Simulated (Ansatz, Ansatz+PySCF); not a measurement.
```xyz
3

O     0.0083   -0.0122    0.0093
B     0.8639    0.9476    0.3460
O     1.6301    1.8073    0.6476
```

Basis set: def2-SVP (spherical functions). Frozen core: 3 orbitals. Charge 0, multiplicity 2.

Computed with Ansatz (development build ahead of 0.2.0); each method stands on the lowest determinant of its kind that the runs found.

The atomization energy at this shape (free ground-state atoms in the same class of orbitals less the molecule, no zero-point energy) of doublet BO2:

```tsv
method	atomization energy
UHF	933.8 kJ/mol
```

**Question.** What does UHF-MP2 give?

**Answer.** 1342.3 kJ/mol.
